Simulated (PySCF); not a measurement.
A structure optimised at PBE0-D3(BJ)/def2-SVP, used in a PySCF frequency run:

```
Te
Se 1 2.4948
H 2 1.4762 1 96.79
Br 1 2.5326 2 102.52 3 87.48
```

Task: Write its SMILES and formula.

Result: [SeH][Te]Br, BrHSeTe

Task: What are its rotational constants (standard atomic weights)?

Result: 2.8398, 0.81881, 0.63898 GHz
